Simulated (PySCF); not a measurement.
SMILES N(C)([SiH](C=C)N)C (GFN2-xTB optimised geometry):

```
19

Si     0.132    -1.661     0.000
N     -0.298    -2.617     1.379
C     -0.533     0.107     0.000
C     -1.250     0.638     0.976
N     -0.414    -2.378    -1.462
C     -1.606    -1.986    -2.167
C      0.093    -3.651    -1.897
H      1.600    -1.661     0.000
H     -1.250    -2.935     1.475
H      0.067    -2.359     2.282
H     -0.282     0.738    -0.844
H     -1.600     1.661     0.963
H     -1.527     0.066     1.848
H     -2.414    -2.717    -2.031
H     -1.402    -1.908    -3.240
H     -1.949    -1.021    -1.803
H      1.014    -3.875    -1.369
H     -0.624    -4.460    -1.703
H      0.296    -3.630    -2.973
```

Method: PBE0/def2-SVP in PySCF.

Question: What are the frontier orbital energies and the dipole moment?

Answer: HOMO-2 -7.83 eV, HOMO-1 -7.05 eV, HOMO -6.07 eV, LUMO -0.02 eV, LUMO+1 1.58 eV; dipole moment 1.36 D.

Meta-Löwdin charges at PBE0/def2-SVP: Si1 0.92, N2 -0.70, C3 -0.35, C4 -0.20, N5 -0.43, C6 -0.19, C7 -0.19, H8 -0.15, H9 0.21, H10 0.21, H11 0.11, H12 0.10, H13 0.09, H14 0.08, H15 0.09, H16 0.11, H17 0.11, H18 0.08, H19 0.09.
